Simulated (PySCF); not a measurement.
B2H4O, SMILES BOB.

The structure is a stationary point at B3LYP-D3(BJ)/def2-TZVP.

Two levels are set side by side: PBE/def2-TZVPD (PySCF) and HF/def2-TZVPD (PySCF). Same geometry, gas phase. Differences are taken from unrounded values.

```json
[
 {"quantity": "orbital gap (eV)", "PBE": "5.68"},
 {"quantity": "highest occupied level (eV)", "PBE": "-7.52"},
 {"quantity": "lowest empty level (eV)", "PBE": "-1.84"},
 {"quantity": "mean polarisability (bohr³)", "PBE": "38.9"}
]
```

### Question
These are the PBE values. What does HF give? (Estimate from the structure and the level; the computed values follow.)

### Answer

| quantity | HF | PBE minus HF |
|---|---|---|
| orbital gap (eV) | 13.66 | -7.98 |
| highest occupied level (eV) | -12.34 | 4.82 |
| lowest empty level (eV) | 1.31 | -3.15 |
| mean polarisability (bohr³) | 32.0 | 7.0 |

PBE's occupied levels lie high since its potential decays too fast outside the molecule; exact exchange lowers them and widens the gap. PBE's more diffuse valence density responds more strongly to a field. Differences between two approximate levels are no errors against the true value.

Rough cost on one machine, each run with all the roots and properties that it gave: HF against PBE about 1/4.
